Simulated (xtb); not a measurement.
OZr (SMILES [O]=[Zr]), singlet, geometry from GFN2-xTB (such geometries of metal compounds can be far from the true shape). Base run: GFN2-xTB run with xtb.

xtb was given this input:
```
$ xtb mol.xyz --gfn 2 --json

# file mol.xyz
2

Zr    -0.00000000    -0.00000000    -0.29196683
O      0.00000000     0.00000000     1.45983413
```

Each row names what was changed in the base input (with any setting that the change needs).

| change | ΔE vs base (kJ/mol) | HOMO-LUMO gap (eV) | dipole (D) | G_solv (kcal/mol) | SCF cycles |
|---|---|---|---|---|---|
| base | 0.00 | 1.66 | 7.61 | - | 14 |
| alpb = thf | -6.38 | 1.72 | 7.84 | -1.86 | 11 |
| gbsa = water | -9.59 | 1.75 | 7.96 | -3.07 | 11 |
| file = coord | 0.00 | 1.66 | 7.61 | - | 14 |
| etemp = 1000 | 0.00 | 1.66 | 7.61 | - | 14 |
| acc = 0.0001 | 0.00 | 1.66 | 7.61 | - | 18 |

ALPB and GBSA are two models with their own fitted parameters for each solvent, which aren't always the measured dielectric constant.
